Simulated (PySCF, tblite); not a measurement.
Isomers of C5H13N3Si, one GFN2-xTB conformer each. Single-point energies are computed at PBE0/pcSseg-1 (PySCF, gas phase, no added dispersion term), electronic only.

| SMILES | GFN2-xTB relative energy (kcal/mol) |
| --- | --- |
| C#C[SiH2]NC(CN)CN | 39.4 |
| C/N=C\[C@@H]1CC[Si]1(N)N | 0.0 |
| C=NC[Si@]1(N)CCN1C | 3.4 |

Conformers: `[CH:1]#[C:2][SiH2:3][NH:4][CH:5]([CH2:6][NH2:7])[CH2:8][NH2:9]` with C2–Si3–N4–C5 -172°, Si3–N4–C5–C6 132°, N4–C5–C6–N7 -174°, C5–C6–N7–H 60° and 179°, N4–C5–C8–N9 71°; `[CH3:1]/[N:2]=[CH:3]\[C@@H:4]1[CH2:5][CH2:6][Si:7]1([NH2:8])[NH2:9]` with N2–C3–C4–C5 -176°, C6–Si7–N8–H -62° and 79°, C6–Si7–N9–H 22° and -122°; `[CH2:1]=[N:2][CH2:3][Si@:4]1([NH2:5])[CH2:6][CH2:7][N:8]1[CH3:9]` with C1–N2–C3–Si4 -107°, N2–C3–Si4–N5 -26°, C3–Si4–N5–H -6° and -166°.

Q: What does PBE0/pcSseg-1 give for the same structures?

A: 
```json
{"SMILES": "C/N=C\\[C@@H]1CC[Si]1(N)N", "PBE0/pcSseg-1 E (Eh)": "-651.52657", "PBE0/pcSseg-1 (kcal/mol)": "0.0", "GFN2-xTB (kcal/mol)": "0.0", "point group": "C1"}
{"SMILES": "C=NC[Si@]1(N)CCN1C", "PBE0/pcSseg-1 E (Eh)": "-651.51092", "PBE0/pcSseg-1 (kcal/mol)": "9.8", "GFN2-xTB (kcal/mol)": "3.4", "point group": "C1"}
{"SMILES": "C#C[SiH2]NC(CN)CN", "PBE0/pcSseg-1 E (Eh)": "-651.44143", "PBE0/pcSseg-1 (kcal/mol)": "53.4", "GFN2-xTB (kcal/mol)": "39.4", "point group": "C1"}
```

Both levels put the same isomer lowest; measured from each level's own lowest isomer, the values differ by up to 14.0 kcal/mol (C#C[SiH2]NC(CN)CN: 39.4 against 53.4). As drawn, the lowest has a four-membered ring and a C=N bond, which the highest lacks; the highest has a C≡C bond, which the lowest lacks.

Q: Which frontier levels, dipoles and rotational constants go with these structures?

A: 
```tsv
SMILES	HOMO (eV, PBE0/pcSseg-1)	LUMO (eV)	dipole (D)	A, B, C (MHz)
C/N=C\[C@@H]1CC[Si]1(N)N	-6.32	0.34	3.97	1785, 1156, 904.4
C=NC[Si@]1(N)CCN1C	-5.96	-0.14	0.56	2111, 965.9, 838.2
C#C[SiH2]NC(CN)CN	-6.56	-0.02	1.68	2156, 657.6, 555.4
```

Q: What happens when harmonic zero-point energies from GFN2-xTB frequencies are added?

A: 
```
                  SMILES  ZPE (kcal/mol)  electronic (kcal/mol)  with ZPE (kcal/mol)
C/N=C\[C@@H]1CC[Si]1(N)N           113.5                    0.0                  0.0
      C=NC[Si@]1(N)CCN1C           113.1                    9.8                  9.5
       C#C[SiH2]NC(CN)CN           110.7                   53.4                 50.7
```

The zero-point energies span 2.8 kcal/mol. The order is unchanged.
